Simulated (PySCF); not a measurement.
Isomers of C7H11NSe, from PBE0-D3(BJ)/def2-SVP geometry optimisation, gas phase (PySCF 2.14.0). One conformer each, no zero-point energy, no frequencies.

Problem. Which is lower in electronic energy at this level?
A. `[CH3:1][C@@H:2]1[CH2:3][Se:4][CH2:5][CH2:6][C@H:7]1[C:8]#[N:9]` with C1–C2–C3–Se4 175°, C2–C3–Se4–C5 54°, C3–Se4–C5–C6 -53°, Se4–C5–C6–C7 62°: A = 2233, B = 707.6, C = 565.9 MHz, dipole 2.87 D
B. `[CH2:1]=[C:2]([Se:3][CH2:4][C:5]#[N:6])[CH:7]([CH3:8])[CH3:9]` with C1–C2–Se3–C4 5°, C2–Se3–C4–C5 68°, C1–C2–C7–C8 -95°: A = 1793, B = 736.2, C = 639.5 MHz, dipole 3.31 D

Solution. A. That is `C[C@@H]1C[Se]CC[C@H]1C#N`, 28.2 kcal/mol below the other.

```
                  SMILES                                                   mapped SMILES       E (Eh)  relative (kcal/mol)  relative (kJ/mol)  dipole (D)
C[C@@H]1C[Se]CC[C@H]1C#N  [CH3:1][C@@H:2]1[CH2:3][Se:4][CH2:5][CH2:6][C@H:7]1[C:8]#[N:9]  -2728.48027                  0.0                0.0        2.87
      C=C([Se]CC#N)C(C)C   [CH2:1]=[C:2]([Se:3][CH2:4][C:5]#[N:6])[CH:7]([CH3:8])[CH3:9]  -2728.43537                 28.2              117.9        3.31
```

As drawn, the higher has a C=C bond outside aromatic rings, which the lower lacks.
